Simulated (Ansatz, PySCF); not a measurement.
Species: C3H6O2 (charge 0, singlet). 
Structure (B3LYP-D3(BJ)/def2-TZVP (Ansatz, a program for electronic structure) minimum search):
```xyz
11

C     -1.8543     0.1696     0.1592
C     -0.4282    -0.1404    -0.2035
O     -0.0723    -0.8339    -1.1211
O      0.4291     0.4670     0.6430
C      1.8231     0.2390     0.3870
H     -2.5223    -0.3365    -0.5316
H     -2.0217     1.2467     0.1188
H     -2.0572    -0.1540     1.1808
H      2.0924     0.5983    -0.6055
H      2.3561     0.7951     1.1531
H      2.0542    -0.8236     0.4535
```
Charge 0, spin multiplicity 1.

Total electronic energies in hartree. Valence correlation only, unless marked. Spin-orbit coupling is left out. Non-relativistic. CBS marks a two-point X^-3 extrapolation of the correlation energy; Hartree-Fock from the larger set. [CCSD(T)-MP2]/basis is that difference in the basis named.

```csv
level,program,energy (Eh)
HF/6-31G*,Ansatz,-266.83527
HF/cc-pVDZ,Ansatz,-266.85622
HF/def2-TZVPD,PySCF,-266.94662
HF/aug-cc-pVQZ,Ansatz,-266.95750
PBE/def2-TZVPD,Ansatz,-268.18437
PBE-D4/def2-TZVPD,Ansatz + dftd4,-268.19067
r2SCAN/def2-TZVPD,Ansatz,-268.35423
r2SCAN/def2-TZVPD,PySCF,-268.35435
B3LYP/def2-TZVPD,Ansatz,-268.50620
PBE0/def2-SVP,Ansatz,-267.88759
TPSSh-D3(BJ)/def2-TZVPD,PySCF + dftd3,-268.51611
r2SCAN0/def2-TZVPD,Ansatz,-268.31666
CAM-B3LYP-D4/def2-TZVPD,Ansatz + dftd4,-268.39230
B2GP-PLYP-D4/def2-TZVPD,Ansatz + dftd4,-268.24248
MP2/aug-cc-pVTZ,Ansatz,-267.93011
RI-MP2/aug-cc-pVTZ,Ansatz,-267.92979
RI-MP2/cc-pVQZ,Ansatz,-267.99642
SCS-MP2/STO-3G,Ansatz,-263.65481
CCSD/STO-3G,Ansatz,-263.69676
CCSD/6-31G*,Ansatz,-267.60732
CCSD/aug-cc-pVTZ,Ansatz,-267.95507
CCSD(T)/cc-pVTZ,Ansatz,-267.97646
"RI-MP2/CBS(aug-cc-pVTZ,aug-cc-pVQZ)+[CCSD(T)-MP2]/aug-cc-pVTZ",Ansatz,-268.1175
```

Totals of different functionals don't rank their quality; only differences between species are comparable.
